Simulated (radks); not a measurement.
All-electron atom: Rb2+ in [Ar] 3d10 4s2 4p5. Method: scalar-relativistic Kohn-Sham, PBE, spin-unpolarised, spherical densities, finite nucleus; Fermi nuclear charge, rms radius 4.2036 fm; computed with a radial shooting solver on a logarithmic mesh with Libxc functionals.

Unscreened Slater integrals over Kohn-Sham orbitals (eV).

integral,value
"F0(4p,4p)",14.986
"F2(4p,4p)",7.8886
"F0(4p,4s)",15.975
"G1(4p,4s)",10.726
"F0(4p,3d)",19.469
"F2(4p,3d)",4.1816
"G1(4p,3d)",1.3726
"G3(4p,3d)",1.2875
"F0(4p,3p)",19.487
"F2(4p,3p)",4.1111
"G0(4p,3p)",1.0224
"G2(4p,3p)",1.1967
"F0(4s,4s)",17.221
"F0(4s,3d)",21.949
"G2(4s,3d)",1.8416
"F0(4s,3p)",21.977
"G1(4s,3p)",1.5692
"F0(3d,3d)",47.461
"F2(3d,3d)",22.942
"F4(3d,3d)",14.480
"F0(3d,3p)",47.138
"F2(3d,3p)",22.705
"G1(3d,3p)",27.179
"G3(3d,3p)",16.983
"F0(3p,3p)",47.338
"F2(3p,3p)",23.777

Derived for the open shells (J is the average intra-shell exchange parameter used in DFT+U). 4p: J = F2/5 = 1.578 eV.
